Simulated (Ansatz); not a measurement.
`[Cl][Sn][Br]` and `[Cl][Sn][Cl]` differ in one atom or group.

Ansatz, PBE0-D4/def2-TZVP geometries, multiplicity 1. 

Elements past krypton have def2 core potentials. Scalar relativity is left out up to krypton.

```csv
property,`[Cl][Sn][Br]`
LUMO energy (ωB97M-V/def2-TZVPP) / eV,-1.42
size of the dipole moment (ωB97M-V/def2-TZVPP) / D,3.22
"ideal-gas entropy at 298 K and 1 bar (rigid rotor, harmonic PBE0-D4/def2-TZVP) / J/(mol·K)",323
HOMO energy (ωB97M-V/def2-TZVPP) / eV,-9.86
LUMO energy (PBE/def2-TZVPP) / eV,-3.80
size of the dipole moment (B3LYP/def2-TZVPP) / D,3.17
```

(1) Give the same properties after the change, and the shifts. (An estimate is asked.)

## Answers

(1) Computed: 
```tsv
property	`[Cl][Sn][Cl]`	shift
LUMO energy (ωB97M-V/def2-TZVPP) / eV	-1.34	0.08
size of the dipole moment (ωB97M-V/def2-TZVPP) / D	3.29	0.07
ideal-gas entropy at 298 K and 1 bar (rigid rotor, harmonic PBE0-D4/def2-TZVP) / J/(mol·K)	306	-17
HOMO energy (ωB97M-V/def2-TZVPP) / eV	-10.06	-0.20
LUMO energy (PBE/def2-TZVPP) / eV	-3.76	0.04
size of the dipole moment (B3LYP/def2-TZVPP) / D	3.28	0.11
```

With PBE0 the HOMO falls by 0.17 eV and the LUMO rises by 0.05 eV, so the gap widens by about 0.22 eV. PBE moves the HOMO by -0.15 eV and ωB97M-V by -0.20 eV. Dipoles are sizes alone; their direction can turn.

B3LYP here is the variant with VWN-RPA as its local correlation; programs differ in this.

Spin–orbit coupling is left out; it splits and shifts lone-pair levels of the heavy atoms by tenths of an eV.
